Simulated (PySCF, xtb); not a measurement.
CH4STe, SMILES C[Te]S. One conformer was computed; it need not be the lowest.

Harmonic wavenumbers (cm⁻¹) from GFN2-xTB run with xtb at its own minimum, in rising order: 92, 144, 212, 367, 530, 737, 810, 844, 1284, 1454, 1457, 2416, 3046, 3062, 3080.

What does B3LYP-D3(BJ)/def2-SVP (PySCF 2.14.0) give at its own minimum? (Estimate from the structure and the level; the computed values follow.)

90, 147, 285, 342, 506, 762, 823, 835, 1234, 1424, 1440, 2646, 3053, 3167, 3191. Paired by order, the mean absolute difference is 48 cm⁻¹ and the zero-point energies are 27.9 and 28.5 kcal/mol.
